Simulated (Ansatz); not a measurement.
`O[Si]1(F)CO1` + H₂ → `F[SiH]1CO1` + H₂O  (hydrogenolysis of the Si–O bond)

Calculated with Ansatz (gas phase, PBE0-D4/def2-TZVP geometries, no zero-point term in ΔE). CCSD(T)/CBS adds triple-zeta CCSD(T) − MP2 to the extrapolated MP2 energy (def2 sets, frozen cores). This one scheme is used for every species. DFT in def2-TZVPP. One conformer a species, not always the lowest.

`O[Si]1(F)CO1`:

```xyz
8

O    -0.537    1.497    1.094
Si    0.021    0.646   -0.161
F     0.687    1.714   -1.107
C     0.451   -1.082   -0.246
O    -0.863   -0.547   -0.818
H    -1.124    1.046    1.704
H     0.276   -1.788    0.563
H     1.090   -1.487   -1.028
```

H₂:

Cartesian coordinates in Å:
```
H 0.175 0.300 -0.136
H -0.175 -0.300 0.136
```

`F[SiH]1CO1`:

Z-matrix (Å, degrees):
```
Si
C 1 1.790
O 1 1.634 2 51.9
F 1 1.584 2 121.7 3 102.6
H 1 1.469 2 127.6 3 -100.2
H 2 1.088 1 121.1 3 -98.1
H 2 1.087 1 123.7 3 97.4
```

H₂O:

```xyz
3

O     0.370    0.059    0.106
H    -0.420    0.409    0.523
H     0.050   -0.468   -0.629
```

```json
{"level": "r2SCAN0-D4", "ΔE (kJ/mol)": "94.1"}
{"level": "BHLYP-D4", "ΔE (kJ/mol)": "92.4"}
{"level": "PBE-QIDH", "ΔE (kJ/mol)": "88.2"}
{"level": "r2SCAN", "ΔE (kJ/mol)": "94.7"}
{"level": "HF/def2-TZVPP", "ΔE (kJ/mol)": "87.3"}
{"level": "MP2/def2-QZVPP", "ΔE (kJ/mol)": "93.6"}
{"level": "SCS-MP2/def2-QZVPP", "ΔE (kJ/mol)": "91.1"}
{"level": "MP2/CBS(def2)", "ΔE (kJ/mol)": "93.0"}
```

Question: What does CCSD(T)/CBS give? (Best estimate.)

Answer: The calculation gave: +88.3 kJ/mol. The listed levels differ from it by 5.8, 4.1, -0.1, 6.4, -1.0, 5.3, 2.8, 4.7 kJ/mol.

Question: What do rigid-rotor, harmonic-oscillator terms from PBE0-D4/def2-TZVP frequencies (298.15 K, 1 bar) make of the CCSD(T)/CBS value? (Best estimate.)

Answer: Computed: ΔZPE = +13.4 kJ/mol, ΔH = +99.8 kJ/mol, ΔS = 32 J/(mol·K), ΔG = +90.2 kJ/mol.

Largest T1 diagnostic among the species: 0.013.

The D4 term adds +5.7 kJ/mol with B3LYP and +3.0 kJ/mol with PBE0; it sums over pairs of atoms, weighted by their polarisabilities, and B3LYP, whose exchange is more repulsive, gets the larger term. Leaving LDA and LC-ωPBE aside and taking each functional with its dispersion term where it has one, the values, not all of them listed here, spread over 13.5 kJ/mol, from PBE-D4 to r2SCAN-D4. LDA lies +7.3 kJ/mol from PBE without D4. From BLYP to BHLYP (50 % exact exchange), in def2-TZVPP and without D4, ΔE moves by +6.4 kJ/mol.

B3LYP here is the variant with VWN-RPA as its local correlation; programs differ in this.
